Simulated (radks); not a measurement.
Values are calculated unless marked as measured or tabulated.
Valence configurations of the osmium ion Os+ (all share [Xe]). Code: a radial shooting solver on a logarithmic mesh with Libxc functionals. Model: scalar-relativistic Kohn-Sham, PBEsol, spin-unpolarised, spherical densities, point nucleus. Energies are relative to 4f14 5d6 6s1; eigenvalues in eV.

| valence | E (eV) | e(4f) | e(5d) | e(6p) | e(6s) |
|---|---|---|---|---|---|
| 4f14 5d6 6s1 | 0.000 | -60.070 | -14.183 | - | -13.189 |
| 4f14 5d5.5 6s1.5 | 0.621 | -61.605 | -15.195 | - | -13.710 |
| 4f14 5d6 6s0.5 6p0.5 | 3.086 | -60.880 | -14.906 | -7.492 | -13.711 |
| 4f14 5d5.5 6s1 6p0.5 | 3.808 | -62.417 | -15.915 | -7.801 | -14.224 |
| 4f14 5d5 6s1.5 6p0.5 | 4.785 | -64.016 | -16.956 | -8.109 | -14.741 |
| 4f14 5d5 6s1 6p1 | 8.124 | -64.811 | -17.651 | -8.500 | -15.224 |
| 4f14 5d4 6s1.5 6p1.5 | 14.714 | -68.954 | -20.479 | -9.450 | -16.698 |
| 4f14 5d4 6s1 6p2 | 18.360 | -69.717 | -21.130 | -9.790 | -17.129 |
| 4f13 5d6 6s2 | 52.984 | -73.621 | -17.653 | - | -14.502 |
| 4f13 5d6 6s1 6p1 | 59.800 | -75.250 | -19.108 | -8.602 | -15.517 |

NIST lists [Xe] 4f14 5d6 6s1 as the ground configuration; this level of theory agrees among the configurations tried. The energies are those of spherical spin-averaged densities, not of single terms.
